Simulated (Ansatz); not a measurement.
Stepwise reaction of `[O]=[Mo]([F])([Cl])([Cl])[Cl]` with hydrogen fluoride, as a gas-phase model of exchange steps in deposition or etching. ΔE in kJ/mol; ΔG adds harmonic PBE0-D4 terms to CCSD(T)/CBS, at 1 bar.

Program: Ansatz. Geometries: PBE0-D4/def2-TZVP. ΔE: electronic, gas phase. CCSD(T)/CBS adds triple-zeta CCSD(T) − MP2 to the extrapolated MP2 energy (def2 sets, frozen cores). This one scheme is used for every species. DFT in def2-TZVPP. B3LYP here is the variant with VWN-RPA as its local correlation; programs differ in this. def2 core potentials past Kr. For Mo outer-core shells are correlated without core-valence functions, which leaves a few kJ/mol of doubt a bond.

```
step                                                                      reaction  PBE-D4  B3LYP-D4  ωB97M-V  CCSD(T)/CBS  ΔG(500 K)
   1  `[O]=[Mo]([F])([Cl])([Cl])[Cl]` + H–F → `[O]=[Mo]([F])([F])([Cl])[Cl]` + HCl   -10.5     -11.5    -17.3          0.1       -5.4
   2    `[O]=[Mo]([F])([F])([Cl])[Cl]` + H–F → `[O]=[Mo]([F])([F])([F])[Cl]` + HCl   -13.8     -15.9    -21.3         -4.4       -9.9
```

Task: Give the row of step 3, `[O]=[Mo]([F])([F])([F])[Cl]` + H–F → `[O]=[Mo]([F])([F])([F])[F]` + HCl. (Estimate.)

Result: Ansatz gave: 
```
step                                                                  reaction  PBE-D4  B3LYP-D4  ωB97M-V  CCSD(T)/CBS  ΔG(500 K)
   3  `[O]=[Mo]([F])([F])([F])[Cl]` + H–F → `[O]=[Mo]([F])([F])([F])[F]` + HCl    63.1      63.9     62.7         71.0       61.7
```

Task: By hand: ΔE of the 3 steps together at CCSD(T)/CBS.

Result: (0.1) + (-4.4) + (71.0) = 66.7 kJ/mol, or 22.2 kJ/mol a step.

In ΔE step 2 is the lowest and step 3 the highest. ΔG lies between -9.9 and 61.7 kJ/mol a step. PBE-D4 differs from CCSD(T)/CBS by -10.6 to -7.9 kJ/mol a step. Isolated molecules leave out the surface, adducts and barriers. Largest T1 diagnostic: 0.024.
